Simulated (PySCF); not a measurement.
Species: C8H8N (doublet state).
Geometry (GFN2-xTB, Å), atoms numbered from 1 in this order:
```
atom  x, y, z in Å
C1    -3.344    1.004   -1.337
C2    -2.356    0.247   -0.851
C3    -1.463   -0.451   -0.366
C4    -0.424   -1.245    0.105
C5    -0.535   -1.965    1.250
N6     0.690   -1.369   -0.718
C7     1.620   -0.525   -0.830
C8     1.764    0.726   -0.102
C9     2.810    1.529   -0.258
H10   -4.306    1.039   -0.857
H11   -3.199    1.593   -2.226
H12   -1.437   -1.933    1.832
H13    0.277   -2.577    1.598
H14    2.408   -0.771   -1.538
H15    0.968    0.972    0.589
H16    3.607    1.289   -0.944
H17    2.913    2.450    0.291
```

The hyperfine couplings belong to this conformer and change with its torsions.

As a line formula: `C=C/C=N\C(C#C[CH2])=C` [radical].

Level of theory: UKS B3LYP, pcH-1 on C H N, non-relativistic, mean-field spin-orbit, GIAO in PySCF 2.14.0. Geometry: GFN2-xTB, one conformer, isolated molecule. GFN2-xTB frequencies show an imaginary mode (24i cm⁻¹), so this geometry is no minimum at that level. Couplings are sensitive to structure, and on GFN2-xTB geometries they can be far from those on DFT ones. The frame is twisted about the C4–N6 bond at this geometry (dihedral C3–C4–N6–C7 = 80°); couplings at other torsion angles weren't computed. The SCF solution wasn't tested for stability. ⟨S²⟩ is 0.792 where a pure state has 0.75.

(1) Predict the first-order ENDOR lines of N6, H10, H11, H13, H12, H14, H17 and H16 under fast tumbling at B = 1219.3 mT (Q band).

(2) Which pairs are centred on the nuclear Larmor frequency, and which on half the coupling?

(3) At what field would the lower line of H13 fall to zero frequency?

## Answers

(1) ν± = |νn ± a/2|, one line for each electron-spin manifold; νn = |g_N| × 7.62259 MHz/T × B.

| nuclei | isotope | g_N | νn (MHz) | a_iso (MHz) | lower line (MHz) | upper line (MHz) |
| --- | --- | --- | --- | --- | --- | --- |
| N6 | 14N | 0.4038 | 3.75 | -3.57 | 1.97 | 5.54 |
| H10 | 1H | 5.5857 | 51.91 | -43.15 | 30.34 | 73.49 |
| H11 | 1H | 5.5857 | 51.91 | -42.94 | 30.44 | 73.39 |
| H13 | 1H | 5.5857 | 51.91 | -26.36 | 38.73 | 65.09 |
| H12 | 1H | 5.5857 | 51.91 | -25.75 | 39.04 | 64.79 |
| H14 | 1H | 5.5857 | 51.91 | 0.83 | 51.50 | 52.33 |
| H17 | 1H | 5.5857 | 51.91 | -0.63 | 51.60 | 52.23 |
| H16 | 1H | 5.5857 | 51.91 | -0.57 | 51.63 | 52.20 |

(2) Centred on νn, since |a| < 2νn: N6, H10, H11, H13, H12, H14, H17 and H16. No pair has |a| > 2νn.

(3) Where νn = |a|/2, that is B = 13.18 MHz/(5.5857 × 7.62259 MHz/T) = 310 mT, as far as first order holds there.

H10 and H11 aren't averaged: C1 is flat or nearly so (angle sum 360°), and its turn about the short C1–C2 bond (1.34 Å) is taken as slow.
